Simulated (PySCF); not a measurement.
## Correlation energy of I²⁺ (iodine, charge +2)

[Kr] 4d10 5s1 5p4, high-spin 4P determinant (an excited configuration). Computed with PySCF 2.14 in x2c-TZVPPall, with the spin-free X2C one-electron Hamiltonian (Gaussian nucleus). Frozen: [Ar] 3d10; 23 electrons correlated.

```json
{"level": "CCSD", "correlation energy (mhartree)": "-508.69"}
{"level": "(T)", "correlation energy (mhartree)": "-13.28"}
{"level": "CCSD(T)", "correlation energy (mhartree)": "-521.97"}
```

Diagnostics: T1 = 0.0070, D1 = 0.0375, largest double amplitude 0.177.

Q: Is a single reference adequate?

A: Not fully. A double-excitation amplitude exceeds 0.15, a sign of near-degeneracy.

This basis was not built for core-valence correlation, so the inner-shell part is incomplete.
